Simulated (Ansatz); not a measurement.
CBF$_{5}$O, SMILES `FB(F)OC(F)(F)F`. Charge 0, multiplicity 1. The structure was optimised at the PBE0-D4/def2-TZVP level. It is one conformer, not always the lowest.

```xyz
8

F     1.724    0.828    0.161
B     0.553    1.010    0.725
F     0.395    1.946    1.626
O    -0.540    0.252    0.412
C    -0.528   -0.750   -0.499
F    -0.197   -0.307   -1.708
F     0.331   -1.707   -0.160
F    -1.738   -1.272   -0.558
```

**Question.** What is the dipole moment at r2SCAN/def2-TZVPP? (An estimate is asked.)

**Answer.** Ansatz gave: 0.25 D, with components (0.05, 0.19, 0.15) D in this frame, pointing from negative to positive charge.

**Question.** And with PBE, B3LYP, ωB97M-V? (Estimate.)

**Answer.** Computed: PBE 0.22 D, B3LYP 0.25 D, ωB97M-V 0.25 D.

**Question.** Give the Mulliken charges with r2SCAN, ωB97M-V, PBE in def2-TZVPP. (An estimate is asked.)

**Answer.** The calculation gave: 
```tsv
atom	r2SCAN	ωB97M-V	PBE
F1	-0.22	-0.21	-0.17
B2	0.61	0.57	0.46
F3	-0.22	-0.20	-0.16
O4	-0.29	-0.27	-0.21
C5	0.60	0.57	0.45
F6	-0.16	-0.15	-0.12
F7	-0.16	-0.15	-0.12
F8	-0.16	-0.15	-0.11
```

B3LYP here is the variant with VWN-RPA as its local correlation; programs differ in this.
